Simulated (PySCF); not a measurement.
C2H6BF2N, SMILES N(C)(B(F)F)C. Geometry optimised at B3LYP-D3(BJ)/def2-SVP. One conformer was computed; it need not be the lowest.

The numbers are results of B3LYP-D3(BJ)/def2-SVP (PySCF), not measurements.

Harmonic wavenumbers (cm⁻¹): 126, 162, 196, 236, 270, 355, 476, 492, 660, 730, 1021, 1086, 1119, 1178, 1229, 1255, 1402, 1444, 1455, 1462, 1472, 1475, 1478, 1604, 2993, 3000, 3048, 3053, 3153, 3154. Rotational constants (GHz): 4.854, 3.140, 1.954; symmetry number 2.

Task: Work out the zero-point energy and the ideal-gas rigid-rotor harmonic-oscillator thermochemistry at 298.15 K and 1 atm.

Result: ZPE = ½ Σ hcν = ½ × 40785 cm⁻¹ = 58.30 kcal/mol. H − E(el) = 63.23 kcal/mol. Entropy in cal/(mol K): translation 39.50, rotation 25.40, vibration 14.75, total 79.65. G − E(el) = 39.48 kcal/mol. Cp = 25.10 cal/(mol K). Modes under 150 cm⁻¹ make the vibrational entropy uncertain.
